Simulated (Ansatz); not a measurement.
Frontier orbitals of C₂H₃FSn (`F[C]1=[CH][SnH2]1`).

Z-matrix (Å, degrees):
```
Sn
C 1 2.082
C 1 2.121 2 36.6
H 1 1.699 2 120.9 3 100.3
H 1 1.699 2 120.9 3 -100.2
F 2 1.327 1 154.1 3 179.8
H 3 1.084 1 153.3 2 -179.8
```

The species carries charge 0 and has multiplicity 1. Correlated methods include outer-core shells of Sn, which these sets cover unevenly. Sn takes the def2 core potential. All single points use the PBE0-D4/def2-TZVP geometry. Basis def2-TZVPP, the Gaussian-basis code of Ansatz.

Orbital energies of one run (eV). Highest occupied ones, from the top: -8.20, -8.68, -10.11, -11.15, -14.48, -15.21, -15.33, -16.65, -18.31, -24.04, -31.37, -31.45, -31.46, -31.46. Empty: -0.31, 0.50, 1.29, 1.50, 2.36, 2.95.

**Question.** Which functional gave them?
A. BHLYP
B. PBE
C. BLYP
D. ωB97M-V

**Answer.** A. HOMO energies: BHLYP -8.20, BLYP -5.99, PBE -6.11, ωB97M-V -9.30 eV.
